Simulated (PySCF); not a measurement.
Excitations are Tamm–Dancoff values on a coarser integration grid. The basis has no diffuse functions, so Rydberg states are missing or too high.

Z-matrix (Å, degrees):
```
Al
O 1 1.6928
H 2 0.9581 1 122.91
O 1 1.6928 2 120.00 3 -180.00
H 4 0.9581 1 122.92 2 0.00
O 1 1.6928 2 120.00 3 0.00
H 6 0.9581 1 122.91 2 -180.00
```
Charge 0, spin multiplicity 1.

### Question
Give the LUMO, total energy, HOMO, S1–T1 gap (TDA), S1 excitation (TDA), T1 excitation (TDA), HOMO–LUMO gap and dipole moment at the level TPSSh-D3(BJ)/def2-TZVP // B3LYP-D3(BJ)/def2-TZVP (PySCF).

### Answer

The LUMO comes out as -0.74 eV, the total energy is -470.2004 Ha and the HOMO comes out as -8.05 eV. The S1–T1 gap (TDA) is 0.26 eV, the S1 excitation (TDA) is 6.69 eV and the T1 excitation (TDA) comes out as 6.43 eV. The HOMO–LUMO gap comes out as 7.31 eV and the dipole moment is 0.00 D.
